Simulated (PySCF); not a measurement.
C2H7AlClN. Atoms are numbered in the order given.

```xyz
12

Al     0.3018     0.3688     0.2764
Cl    -1.7688     0.0224     0.6433
C      1.1106    -0.2428    -1.4044
C      0.6137    -1.6093    -1.9077
H      2.2174    -0.2389    -1.2889
H      0.8969     0.5426    -2.1656
H     -0.4903    -1.6288    -2.0166
H      0.8792    -2.4285    -1.2072
H      1.0470    -1.8743    -2.8956
N      1.1857     1.2223     1.5631
H      0.7667     1.5604     2.4324
H      2.1826     1.4480     1.5429
```

Geometry: PBE-D3(BJ)/def2-SVP. The structure was generated by enumeration; whether it is a known compound was not checked. Other conformers were not sampled.

Vertical ionisation energy (IE) and electron affinity (EA) in eV. Rows of orbital energies are one-electron estimates. Where ΔSCF, EOM or ADC give a negative EA the extra electron is unbound and the value depends on the basis.

```json
[
 {"level": "−ε(HOMO), −ε(LUMO), ωB97X/def2-TZVP (PySCF)", "IE": "___", "EA": "___"},
 {"level": "−ε(HOMO), −ε(LUMO), PBE/def2-TZVP (PySCF)", "IE": "6.15", "EA": "0.90"}
]
```

### Question
Some entries are withheld; supply them. (The exact figures need the calculation; the answer reports its results.)

### Answer

- −ε(HOMO), −ε(LUMO), ωB97X/def2-TZVP (PySCF), IE: 10.05
- −ε(HOMO), −ε(LUMO), ωB97X/def2-TZVP (PySCF), EA: -1.78
